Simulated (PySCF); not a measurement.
A spin–spin coupling run with PySCF (density fitting, non-relativistic, gas phase) on `FB(F)B(F)F`, B$_{2}$F$_{4}$:

```
$ OMP_NUM_THREADS=1 python probes_run.py task.json out

{"job": {"kind": "j", "xc": "B3LYP", "basis": "pcJ-1"}, "charge": 0, "multiplicity": 1}
F     -1.522996    -1.034819     0.501376
B     -0.859197    -0.035296    -0.041884
F     -1.569902     0.911613    -0.620119
B      0.860450     0.032918     0.018074
F      1.619269    -0.922140    -0.479059
F      1.478627     1.051715     0.578471
```

Hardware: 1 thread of an Arm Neoverse V2, shared host. The job also computes field gradients.

**Question.** How large is the calculation?

**Answer.** 46 electrons, 162 basis functions and 554 auxiliary functions.

**Question.** How long does it take, and how much memory does it need?

**Answer.** 16 s of wall time, with 11 SCF cycles; peak memory 0.73 GiB. Times on a shared host scatter by some tens of per cent.

**Question.** And these other runs on the same molecule and hardware: GIAO shielding at PBE/pcSseg-2; GIAO shielding at PBE0/pcSseg-1?

**Answer.** PBE/pcSseg-2: 216 functions, 17 s; PBE0/pcSseg-1: 102 functions, 4.7 s.
